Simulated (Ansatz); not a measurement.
`N#C[Si](Cl)(Cl)Cl` + H₂ → `Cl[SiH](Cl)Cl` + `C#N`  (hydrogenolysis of the Si–C bond)

Isolated molecules relaxed with PBE0-D4/def2-TZVP in Ansatz; ΔE leaves out vibrations. CCSD(T)/CBS adds triple-zeta CCSD(T) − MP2 to the extrapolated MP2 energy (def2 sets, frozen cores). This one scheme is used for every species. DFT in def2-TZVPP. HSE06 is defined as in plane-wave codes.

**Question.** Is it downhill or uphill in electronic energy at CCSD(T)/CBS, and by how much? (Best estimate.)

**Answer.** The calculation gave: Nearly level: ΔE = +2.0 kJ/mol.

**Question.** What do these levels give: BLYP-D4, HSE06-D4, PBE-QIDH, PBE0, HSE06, BHLYP, CAM-B3LYP, LC-ωPBE, HF/def2-SVP, HF/def2-TZVPP, CCSD(T)/def2-TZVPP, SCS-MP2/def2-QZVPP? (An estimate is asked.)

**Answer.** Computed: BLYP-D4 9.4, HSE06-D4 2.1, PBE-QIDH 1.1, PBE0 -4.2, HSE06 -3.9, BHLYP -11.3, CAM-B3LYP -8.0, LC-ωPBE -6.1, HF/def2-SVP -25.4, HF/def2-TZVPP -21.9, CCSD(T)/def2-TZVPP 2.5, SCS-MP2/def2-QZVPP 5.2 kJ/mol.

**Question.** What do rigid-rotor, harmonic-oscillator terms from PBE0-D4/def2-TZVP frequencies (298.15 K, 1 bar) make of the CCSD(T)/CBS value? (Best estimate.)

**Answer.** Ansatz gave: ΔZPE = +16.5 kJ/mol, ΔH = +13.4 kJ/mol, ΔS = 26 J/(mol·K), ΔG = +5.5 kJ/mol.

Largest T1 diagnostic among the species: 0.014.

Leaving LDA and LC-ωPBE aside and taking each functional with its dispersion term where it has one, the values, not all of them listed here, spread over 14.9 kJ/mol, from BHLYP-D4 to revPBE-D4. From PBE to PBE0 (25 % exact exchange), in def2-TZVPP and without D4, ΔE moves by −4.2 kJ/mol.
